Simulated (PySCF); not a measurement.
Basis-set dependence of excited states

Species: B2ClH4N.
Numbering: `[BH2:1][NH:2][BH:3][Cl:4]` (hydrogens: H5, H6 on B1; H7 on N2; H8 on B3)

TDDFT with PBE0 (PySCF), vertical singlets, core orbitals frozen in the response, spherical d and f functions. Geometry: PBE0-D3(BJ)/def2-SVP, one conformer, isolated molecule.

| basis | functions | diffuse | S1 (eV) | S2 (eV) | S3 (eV) | S4 (eV) | S5 (eV) | LUMO (eV) | α (au) |
| --- | --- | --- | --- | --- | --- | --- | --- | --- | --- |
| 6-31G* | 68 | no | 6.23 | 6.51 | 6.99 | 7.75 | 8.29 | -1.17 | 40.9 |
| def2-SVP | 80 | no | 6.10 | 6.38 | 6.94 | 7.65 | 8.10 | -1.29 | 41.8 |
| 6-31+G* | 84 | yes | 6.16 | 6.44 | 6.87 | 7.70 | 7.85 | -1.41 | 46.2 |
| def2-SVPD | 119 | yes | 6.09 | 6.33 | 6.85 | 7.63 | 7.91 | -1.48 | 52.3 |
| aug-cc-pVDZ | 132 | yes | 6.08 | 6.33 | 6.80 | 7.60 | 7.76 | -1.47 | 52.7 |
| def2-TZVP | 154 | no | 6.09 | 6.37 | 6.84 | 7.61 | 7.89 | -1.41 | 48.9 |
| def2-TZVPD | 193 | yes | 6.07 | 6.35 | 6.81 | 7.59 | 7.80 | -1.45 | 53.0 |
| aug-cc-pVTZ | 280 | yes | 6.09 | 6.35 | 6.81 | 7.60 | 7.74 | -1.45 | 53.1 |

Problem. How much do these states and the polarisability depend on the basis?

Solution. States are compared by their number. Against the largest diffuse basis here (aug-cc-pVTZ, itself not a converged limit), sets without diffuse functions differ by up to 0.14 eV in S1 and 0.55 eV in S5; the smaller diffuse sets differ by up to 0.08 and 0.17 eV. State by state, the largest deviation of a set without diffuse functions is S1 0.14, S2 0.16, S3 0.19, S4 0.16, S5 0.55 eV. The same number needn't mean the same state in each row. Against aug-cc-pVTZ the polarisability deviates by -23% in 6-31G*, -21% in def2-SVP, -13% in 6-31+G*, -1% in def2-SVPD, -1% in aug-cc-pVDZ, -8% in def2-TZVP, 0% in def2-TZVPD. A single + in a Pople set puts diffuse functions on heavy atoms only.
